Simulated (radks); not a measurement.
Ba27+, 29 electrons, occupied as [Ar] 3d10 4s1 (the NIST ground configuration).

All-electron calculation, non-relativistic Kohn-Sham, LDA (Slater exchange, Perdew-Wang correlation), spin-unpolarised, spherical densities, point nucleus; relativity is left out, which matters for an element this heavy. Program: a radial shooting solver on a logarithmic mesh with Libxc functionals.

Energy parts (hartree):
total: -7520.1240
kinetic: 7517.5505
electron-nucleus: -16795.1202
Hartree: 1912.2485
exchange-correlation: -154.8028

Orbitals (lengths in bohr, moments of r in powers of bohr; r(90%) holds 90 % of the orbital's charge):
| orbital | occ. | eigenvalue (hartree) | r(90%) |
|---|---|---|---|
| 1s | 2 | -1339.067 | 0.0483 |
| 2s | 2 | -233.2495 | 0.178 |
| 2p | 6 | -222.1977 | 0.160 |
| 3s | 2 | -72.71610 | 0.440 |
| 3p | 6 | -68.00377 | 0.433 |
| 3d | 10 | -59.31990 | 0.403 |
| 4s | 1 | -34.14647 | 0.861 |

The highest occupied level is 4s at -929.17 eV. For comparison, the ionisation energy in NIST's Atomic Spectra Database is 976.6 eV (semi-empirical). In exact Kohn-Sham theory the highest level is minus the ionisation energy, but local and semilocal functionals leave it too shallow, through self-interaction and a potential that decays too fast; potentials with the right tail come closer. The electron density at the nucleus is 1.24e+05 e/bohr^3.

Beside tabulated values, note that spin-unpolarised runs miss the spin-polarisation part of the exchange energy of open shells.
